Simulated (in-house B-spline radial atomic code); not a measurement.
**Sm IV (Sm3+): [Kr] 4d10 4f5 5s2 5p5 9d1 (an excited or competing configuration)**

All numbers are computed (Dirac-Hartree-Fock, average of configuration; Fermi nucleus of rms radius 5.0819 fm) with an all-electron radial atomic-structure program (B-spline basis), not measured.

Effective charges: Z_r = [3n² - l(l+1)]/(2<r>) from the radius, Z_e = n√(-2ε) from the energy, and Slater's rules. Values are occupation-weighted means over j. An effective charge above Z reflects the relativistic contraction of the inner shells.

| shell | electrons | ε (eV) | <r> (bohr) | Z_r | Z_e | Slater |
| --- | --- | --- | --- | --- | --- | --- |
| 1s | 2 | -47153 | 0.02274 | 65.97 | 58.87 | 61.70 |
| 2s | 2 | -7857.9 | 0.0964 | 62.24 | 48.06 | 57.85 |
| 2p | 6 | -7028.4 | 0.08521 | 58.68 | 45.46 | 57.85 |
| 3s | 2 | -1806.7 | 0.2536 | 53.24 | 34.57 | 50.75 |
| 3p | 6 | -1539.5 | 0.252 | 49.61 | 31.91 | 50.75 |
| 3d | 10 | -1167.1 | 0.2306 | 45.54 | 27.79 | 40.85 |
| 4s | 2 | -417.36 | 0.5784 | 41.50 | 22.15 | 34.25 |
| 4p | 6 | -326.18 | 0.6117 | 37.60 | 19.59 | 34.25 |
| 4d | 10 | -192.74 | 0.6688 | 31.40 | 15.05 | 22.85 |
| 5s | 2 | -92.637 | 1.378 | 27.21 | 13.05 | 12.35 |
| 5p | 5 | -67.584 | 1.555 | 23.47 | 11.14 | 12.35 |
| 4f | 5 | -55.607 | 0.8606 | 20.92 | 8.09 | 14.60 |
| 9d | 1 | -4.5479 | 17.3 | 6.85 | 5.20 | 4.00 |

The least bound orbital is 9d5/2 at -4.541 eV, and it is also the most diffuse (<r> = 17.32 bohr).

Spin-orbit splittings of the orbital energies (j = l + 1/2 above j = l - 1/2 when positive): 2p 604.6 eV, 3p 125 eV, 3d 26.78 eV, 4p 27.75 eV, 4d 5.043 eV, 5p 4.308 eV, 4f 0.5708 eV, 9d 0.01729 eV.

For the 1s electron the small component carries 5.31 % of the norm, the zero-frequency Breit interaction raises the level by 136 eV, self-energy by 80.75 eV, and vacuum polarisation lowers it by 12.77 eV.
